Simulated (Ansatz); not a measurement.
This geometry of CH3NOSi (7 atoms, charge 0, multiplicity 1) is a first-order saddle point.

Theory: RKS B3LYP/cc-pVDZ (Ansatz).

```xyz
7
Properties=species:S:1:pos:R:3
N -1.239 -1.286 -0.556
C -0.370 -0.547 -0.145
O 0.746 -0.704 0.639
Si 0.596 1.033 0.221
H -1.868 -1.919 -0.995
H 0.384 1.893 1.425
H 1.751 1.529 -0.588
```

Question: Which two structures does it join? (They come from a converged band through this point; their orientation in space is the band's.)

Answer: No bond is made or broken. The dihedral H5–N1–C2–O3 changes from 180 to 0° by way of a nearly straight angle H5–N1–C2 (up to 172°), not by a turn about the bond.

First end point:

```xyz
7
Properties=species:S:1:pos:R:3
N -1.099 -1.587 -0.415
C -0.315 -0.669 -0.063
O 0.771 -0.743 0.777
Si 0.582 0.920 0.199
H -1.813 -1.217 -1.051
H 0.202 1.902 1.249
H 1.672 1.393 -0.696
```

Last end point:

```xyz
7
Properties=species:S:1:pos:R:3
N -1.421 -1.028 -0.806
C -0.479 -0.404 -0.257
O 0.548 -0.764 0.615
Si 0.626 0.961 0.221
H -1.398 -2.022 -0.524
H 0.327 1.883 1.348
H 1.797 1.374 -0.596
```

Question: How far does it lie above each of them?

Answer: 0.93 eV above the first and 0.92 eV above the second. This is the barrier of this one path; another mechanism may lie lower.

Run time: 5.3 min on 1 thread of Arm Neoverse V2, on a shared host, peak memory 0.14 GiB.
